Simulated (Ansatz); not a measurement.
Geometry optimisation, RKS r2SCAN-D4/def2-SVP in Ansatz 0.2.0.

Input file:

```yaml
crystal:
  periodic: [false, false, false]
  atoms:
    - { symbol: "N", position_ang: [-0.3488, 2.2671, -0.4082] }
    - { symbol: B, position_ang: [0.0913, 0.9427, 0.0229] }
    - { symbol: Si, position_ang: [0.1318, -0.5871, 1.3615] }
    - { symbol: C, position_ang: [1.0091, -0.354, -0.2197] }
    - { symbol: As, position_ang: [0.1845, -1.5008, -1.6701] }
    - { symbol: H, position_ang: [-1.0572, 2.6633, 0.3154] }
    - { symbol: H, position_ang: [-0.9324, 2.1635, -1.2834] }
    - { symbol: H, position_ang: [-1.1595, -1.1198, 1.4376] }
    - { symbol: H, position_ang: [0.8483, -0.0389, 2.6072] }
    - { symbol: H, position_ang: [2.036, -0.2115, -0.1843] }
    - { symbol: H, position_ang: [-1.2881, -1.4755, -1.0693] }
    - { symbol: H, position_ang: [0.5621, -2.8043, -0.8757] }
basis:
  gaussian: { orbitals: def2-SVP }
hamiltonian:
  xc: r2scan
  dispersion: d4
relax:
  f_tol: 0.015
  max_steps: 40
```

Command:

```bash
$ ansatz run input.yaml --threads 2 --pin off --max-ram 3072MiB --backend cpu --events-out ev --progress --plain --runs-dir out
```

Task: Where does it end, and by what steps?

Result: It converged. After 15 steps the energy has fallen by 1.712 eV; H8 moved furthest, 0.76 Å.

| step | energy less start (eV) | largest force component (eV/Å) | accepted |
| --- | --- | --- | --- |
| 0 | 0.0000 | 3.615 | yes |
| 1 | -1.0006 | 1.714 | yes |
| 2 | -1.4021 | 1.920 | yes |
| 3 | -1.6541 | 0.488 | yes |
| 4 | -1.6098 | 1.003 | no |
| 5 | -1.6849 | 0.701 | yes |
| 6 | -1.6935 | 0.202 | yes |
| 7 | -1.7022 | 0.102 | yes |
| 8 | -1.7049 | 0.074 | yes |
| 9 | -1.7084 | 0.068 | yes |
| 10 | -1.7106 | 0.083 | yes |
| 11 | -1.7114 | 0.061 | yes |
| 12 | -1.7115 | 0.052 | yes |
| 13 | -1.7121 | 0.030 | yes |
| 14 | -1.7120 | 0.044 | no |
| 15 | -1.7123 | 0.013 | yes |

```xyz
12
Properties=species:S:1:pos:R:3
N -0.580 2.049 -0.473
B -0.131 0.878 0.110
Si 0.074 -0.427 1.549
C 0.886 -0.271 -0.178
As 0.206 -1.449 -1.612
H -1.283 2.643 -0.050
H -0.235 2.393 -1.365
H -0.738 -1.655 1.780
H 0.952 -0.108 2.715
H 1.959 -0.079 -0.327
H -1.271 -1.251 -1.260
H 0.238 -2.780 -0.855
```

Whether the end is a true minimum wasn't checked by a vibrational analysis.

Time of the run: 54 s on 2 threads of INTEL(R) XEON(R) PLATINUM 8581C CPU @ 2.10GHz (Emerald Rapids) (shared host), peak memory 0.23 GiB.
